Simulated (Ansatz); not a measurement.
Al4P3⁺. Charge 1, multiplicity 1. Geometry PBE-D4/def2-SVP, basis def2-TZVP, Ansatz.

Cartesian coordinates in Å:
```
Al -1.631 0.946 2.341
Al 1.414 -1.539 0.639
Al -1.748 -1.052 -2.208
Al 1.241 1.628 -0.746
P 0.811 0.685 1.470
P 0.734 -0.633 -1.533
P -0.820 -0.035 0.036
```

| run | HOMO (eV) | LUMO (eV) |
| --- | --- | --- |
| A | -9.27 | -7.65 |
| B | -9.81 | -7.11 |
| C | -9.89 | -7.13 |
| D | -9.14 | -7.61 |
| E | -9.62 | -7.16 |
| F | -11.36 | -5.45 |

B3LYP takes the VWN-RPA correlation. Another isomer (singlet) lies 0.62 eV lower at PBE0-D4/def2-TZVP; other spin states weren't run for this one.

The runs used B3LYP, PBE, PBE0, r2SCAN, r2SCAN0, ωB97M-V. Estimate which is which.

A r2SCAN (0 % exact exchange); B PBE0 (25 % exact exchange); C r2SCAN0 (25 % exact exchange); D PBE (0 % exact exchange); E B3LYP (20 % exact exchange); F ωB97M-V (range-separated). Exact exchange lowers occupied and raises empty levels; among semilocal functionals meta-GGAs tend to open the gap a little, and such runs are hard to tell apart. The gap grows from 1.53 eV (PBE) to 5.90 eV (ωB97M-V). The restricted singlet is unstable towards broken spin symmetry in Hartree–Fock (as tested in another run); at r2SCAN-D4/def2-TZVP, PBE0-D4/def2-TZVP, r2SCAN0-D4/def2-TZVP, PBE-D4/def2-TZVP and others this wasn't settled.
